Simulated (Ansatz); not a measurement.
Ansatz (a quantum-chemistry and plane-wave program) input (RI-MP2/cc-pV(Q+d)Z):
A basis named .json is the Basis Set Exchange file of that set.

Ansatz 0.2 input:
```yaml
crystal:
  periodic: [false, false, false]
  atoms:
    - {symbol: B, position_ang: [0.09570284, -0.47095648, -0.23620676]}
    - {symbol: Cl, position_ang: [0.07876521, 1.24842166, 0.60065910]}
    - {symbol: C, position_ang: [1.34335321, -1.06619876, -0.62111002]}
    - {symbol: C, position_ang: [-1.38289822, -1.04324375, -0.40098632]}
    - {symbol: H, position_ang: [1.38108324, -2.04505862, -1.09969935]}
    - {symbol: H, position_ang: [2.31679418, -0.60607926, -0.47212000]}
    - {symbol: H, position_ang: [-1.89389622, -1.14847576, 0.56439234]}
    - {symbol: H, position_ang: [-2.01452695, -0.38366540, -1.00938606]}
    - {symbol: H, position_ang: [-1.36970697, -2.02845168, -0.88077972]}
basis:
  gaussian:
    orbitals: cc-pV_Q+d_Z.json
    fitting: {mean_field: def2-universal-jkfit, correlation: cc-pVQZ-RIFIT.json}
total_charge: -1
magnetization: {spin_polarized: false}
correlation: {method: mp2, electrons: outside_noble_gas}
```

Output:

```
Functional definition: HF
integrals: 0.52 GiB planned
443 factors; integrals over basis functions are off by at most 4.0e0 eV
mean field: 1.20 GiB planned
mean field evaluation 1: about -15315.5303 eV, gradient 3.1e1 eV
mean field evaluation 2: about -15317.8328 eV, gradient 1.4e1 eV
mean field evaluation 4: about -15318.3798 eV, gradient 8.1e-1 eV
mean field evaluation 8: about -15318.3834 eV, gradient 1.5e-6 eV
mean field -15318.38341953 eV, -562.9402074944 hartree, gradient 1.5e-6 eV, S^2 0.000000; 0 other end points of the search recorded, 0 dependent functions left out
8 core orbitals not correlated
829 factors; their error is unknown
reference -15318.38341953 eV, -562.9402074944 hartree; 12, 12 occupied and 359, 359 virtual orbitals, 829 factors
second order -19.28666996 eV of doubles, -0.00000000 eV of singles
Total energy: -15337.67008949 eV, -563.6489795424 hartree
```

It need not be the lowest isomer of its formula. Whether it binds its extra electron was not tested at this geometry.
